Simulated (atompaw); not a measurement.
## Cutoff test, nickel, PAW (atompaw)

* Element: nickel
* Generator: atompaw 4.2.0.5
* Type: PAW
* Functional: PBE
* Relativity: scalar-relativistic
* Frozen core: [Ne]
* Valence charge: 18
* Reference configuration: 3s2 3p6 3d8 4s1.5 4p0 (charge +0.5)
* Partial waves: 3s (bound): rc 1.15 bohr; 4s (bound): rc 1.30 bohr; 3p (bound): rc 0.95 bohr; 4p (bound, empty): rc 1.55 bohr; 3d (bound): rc 1.15 bohr; 3d channel at 0.95 Ry: rc 1.15 bohr
* Local potential: bessel scheme, radius 1.50 bohr
* Core correction: smooth core density matched at 1.50 bohr
* Augmentation charge: sinc compensation charge, radius 1.35 bohr; PAW radius 1.55 bohr; waves and projectors: custom polynom gramschmidtortho

The pseudo-atom Hamiltonian at the reference potential is diagonalised in spherical Bessel functions j_l(qr) that vanish at 20 bohr, with q² up to the cutoff. All-electron valence levels (Ry): 3s -8.4823, 4s -0.6820, 3p -5.5671, 4p -0.3105, 3d -0.9703.

How do the lowest levels (Ry) of each channel move with the cutoff, and are there ghosts?

| cutoff (Ry) | s #1 | s #2 | s #3 | p #1 | p #2 | p #3 | d #1 | d #2 | f #1 | Σ f·Δε (mRy) |
| --- | --- | --- | --- | --- | --- | --- | --- | --- | --- | --- |
| 8 | -6.3550 | -0.5223 | -0.0899 | -0.3115 | -0.0474 | 0.0597 | -0.0501 | 0.0302 | 0.0352 | 43389.3 |
| 18 | -8.1919 | -0.6656 | -0.1110 | -0.3175 | -0.0484 | 0.0582 | -0.0614 | 0.0191 | 0.0352 | 39374.2 |
| 30 | -8.4616 | -0.6814 | -0.1132 | -4.1471 | -0.3103 | -0.0475 | -0.2621 | -0.0244 | 0.0352 | 14228.7 |
| 50 | -8.4813 | -0.6819 | -0.1133 | -5.4856 | -0.3104 | -0.0476 | -0.9119 | -0.0373 | 0.0352 | 958.8 |
| 70 | -8.4821 | -0.6820 | -0.1133 | -5.5625 | -0.3105 | -0.0476 | -0.9664 | -0.0377 | 0.0352 | 59.5 |
| 110 | -8.4823 | -0.6820 | -0.1133 | -5.5660 | -0.3105 | -0.0476 | -0.9691 | -0.0378 | 0.0352 | 16.9 |
| 160 | -8.4823 | -0.6820 | -0.1133 | -5.5670 | -0.3105 | -0.0476 | -0.9701 | -0.0378 | 0.0352 | 2.0 |
| 260 | -8.4823 | -0.6820 | -0.1133 | -5.5671 | -0.3105 | -0.0476 | -0.9703 | -0.0378 | 0.0352 | 0.2 |
| 400 | -8.4823 | -0.6820 | -0.1133 | -5.5671 | -0.3105 | -0.0476 | -0.9704 | -0.0378 | 0.0352 | 0.0 |

Result: no extra level below or beside the all-electron valence levels (s, p, d, f tested); 10 mRy is reached at 120 Ry and 1 mRy at 200 Ry.
